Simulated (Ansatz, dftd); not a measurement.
Reaction: CH4N2S (SMILES NC(N)=S) + H+ → CH5N2S+ (SMILES NC(N)=[SH+]) (other sites are not all compared here)
Each species at its own B3LYP-D3(BJ)/def2-TZVP minimum (Ansatz, a program for electronic structure), one conformer.

Wanted: proton affinity (electronic), positive where energy is released, in kcal/mol. UHF or UKS for unpaired electrons; spin-orbit terms are left out. CBS(X,Y): correlation extrapolated as X^-3, Hartree-Fock from the larger set. A bracket is a step between two methods taken in the basis named. Functionals run without relativity, which enters their misses. Double hybrids freeze cores in their MP2 part. 'core' is core correlation in cc-pwCVTZ (1s frozen past Ne), 'X2C' scalar relativity in cc-pVTZ-DK, both at CCSD(T).

Compared with CCSD(T)/CBS(cc-pV(T+d)Z,cc-pV(Q+d)Z) + [CCSDT(Q) - CCSD(T)]/cc-pV(D+d)Z + core + X2C (Ansatz): 219.3 kcal/mol.

Costs are rough ratios of core time, to one figure, on one kind of shared machine, summed over the single points of the molecules; atoms, geometries and frequencies are left out. The first row took roughly 10 core seconds; short runs hold start-up time.

```csv
level,program,cost relative to the first row,difference (kcal/mol)
PBE-D4/def2-TZVPD,Ansatz + dftd4,1,-0.7
PBE0/def2-TZVPD,Ansatz,1,0.9
r2SCANh-D4/def2-TZVPD,Ansatz + dftd4,2,0.5
r2SCANh/def2-TZVPD,Ansatz,2,0.6
B2PLYP-D3(BJ)/def2-TZVPD,Ansatz + dftd3,2,-0.7
B2PLYP-D4/def2-TZVPD,Ansatz + dftd4,2,-1.1
B2GP-PLYP-D3(BJ)/def2-TZVPD,Ansatz + dftd3,2,-0.9
```

The dearest row costs roughly 2 times the first. Costs within a factor of two don't rank. The table holds for this case alone.
